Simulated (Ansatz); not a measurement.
```xyz
6

C     0.0000   -0.0296   -0.6489
O     0.0000   -0.0656    0.7479
H     0.0000   -1.0687   -1.0110
H    -0.8949    0.4658   -1.0751
H     0.8949    0.4658   -1.0751
H     0.0000    0.8400    1.0713
```

Basis set: 6-31G* (spherical functions). Correlated methods keep 2 orbitals frozen. Charge 0, multiplicity 1.

Computed with Ansatz (development build ahead of 0.2.0); each method stands on the lowest determinant of its kind that the runs found. Restricted open shells among the atoms or ions are ROHF, correlated in semicanonical orbitals with singles.

(1) Give the atomization energy at this shape (free ground-state atoms in the same class of orbitals less the molecule, no zero-point energy) of singlet CH4O by RHF-MP2, RHF.

Answers

(1)

```json
{"method": "RHF-MP2", "atomization energy": "463.81 kcal/mol"}
{"method": "RHF", "atomization energy": "367.05 kcal/mol"}
```
